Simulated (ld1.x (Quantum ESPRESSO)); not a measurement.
**Configuration tests for N (Z = 7) (ultrasoft)**

ld1.x (Quantum ESPRESSO) 7.5 input, shortened:

```
&input
   title='N', zed=7., rel=1, dft='PBE', iswitch=3,
   config='[He] 2s2 2p3 3d-2'
 /
 &inputp
   pseudotype=3, tm=.true., lloc=-1, rcloc=2.00,
   nlcc=.false.
 /
6
2S  1  0   2.00   0.00  0.85  1.00  0.0
2S  1  0   0.00  -0.70  0.85  1.00  0.0
2P  2  1   3.00   0.00  2.30  2.55  0.0
2P  2  1   0.00   0.05  2.30  2.55  0.0
3D  3  2  -2.00   0.45  1.95  2.60  0.0
3D  3  2  -2.00   3.00  1.95  2.60  0.0
 &test
   configts(1)='2s2 2p3'
 /
```

Energies are relative to the spin-unpolarised reference configuration 2s2 2p3; without spin polarisation the order of configurations can differ from experiment. Not all tests gave a result: 1 of 7 tests not solved or not reliable. Left out of the table: 2s1 2p4 (pseudo-atom not self-consistent, printed error -5.2 meV). The frozen-core shift is the all-electron ΔE with the core orbitals held at their reference shape minus the fully relaxed ΔE.

```csv
valence configuration,charge,ΔE all-electron (eV),error AE − PS (meV),frozen-core shift (meV)
2s2 2p2,+1,13.591,-367,+0.1
2s2 2p1,+2,42.445,-208,+1.8
2s1 2p0,+4,167.346,+4114,+33
2s2 2p3.3,-0.3,-1.619,-37,0.0
2s2 2p2.5,+0.5,5.093,-148,0.0
```

Problem. What are ΔE and the potential's error for 2s2 2p0?

Solution. ΔE = 89.528 eV all-electron; the error (AE − PS) is +2544 meV.

Levels in the configuration 2s2 2p3.3:

```json
{"level": "2s", "all-electron (eV)": "-15.124", "pseudo (eV)": "-14.847"}
{"level": "2p", "all-electron (eV)": "-3.772", "pseudo (eV)": "-3.539"}
```

These tests converged, but a pseudo level misses the all-electron one widely, so the file describes the atom poorly there or has found another state: 2s1 2p0: empty 2p by 8.1 eV.

A Bessel basis up to 400 Ry misses an occupied level by 0.13 Ry, so cutoffs and ghosts were not judged.
